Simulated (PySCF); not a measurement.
ClSr, multiplicity 2. Atoms are numbered in the order given.

```xyz
2

Sr     0.0000     0.0000    -0.8047
Cl     0.0000     0.0000     1.7988
```
Charge 0, spin multiplicity 2.

Coordinates come from a B3LYP-D3(BJ)/def2-TZVPD optimisation. The spin state was assumed, not searched. The def2 effective core potentials stand for the cores of Sr; spin–orbit coupling is left out.

Method: PBE/def2-TZVPD run with PySCF.

Mulliken values depend strongly on the basis, most of all with diffuse functions as here. ESP charges are fitted to the potential on shells at 1.4 to 2.0 van der Waals radii. Atomic charges (e):

```tsv
atom	ESP fit	Mulliken	Mulliken spin
Sr1	[?]	0.72	0.99
Cl2	[?]	-0.72	0.01
```

### Question
What belongs in the gaps? (An estimate is asked for; the answer gives what the named calculation found.)

### Answer

- Sr1, ESP fit: 0.41
- Cl2, ESP fit: -0.41
